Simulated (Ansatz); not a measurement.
CH4OSi, SMILES `C=[SiH]O` (C–Si–O–H torsion 0°) (charge 0, multiplicity 1).

Cartesian coordinates (Å):
SMILES: C=[SiH]O
```xyz
7

C     -0.9865    -0.4779     0.4783
Si     0.1259     0.5400    -0.2879
O      1.7161     0.2565    -0.5594
H     -0.7568    -1.4544     0.8823
H     -2.0133    -0.1508     0.5853
H     -0.1741     1.8647    -0.8387
H      2.0887    -0.5780    -0.2599
```
Charge 0, spin multiplicity 1.

Frozen-core energies in 6-31g from Ansatz (a first-principles code) at a geometry from B3LYP-D3(BJ)/def2-TZVP; the HF reference has <S^2> = 0.00 (restricted, and unstable towards unrestricted orbitals) and the T1 diagnostic is 0.015.

```csv
level,energy (Ha)
HF,-403.84899
MP2,-404.12110
CCSD,-404.14438
```

Q: Estimate the energies of CCSD(T), CCSDT, CCSDT(Q) and CCSDTQ, and give each level's difference from CCSDTQ.

A: 
| level | energy (Ha) | difference from CCSDTQ (mHa) |
|---|---|---|
| MP2 | -404.12110 | 31.92 |
| CCSD | -404.14438 | 8.64 |
| CCSD(T) | -404.15156 | 1.46 |
| CCSDT | -404.15210 | 0.92 |
| CCSDT(Q) | -404.15314 | -0.12 |
| CCSDTQ | -404.15302 | 0.00 |
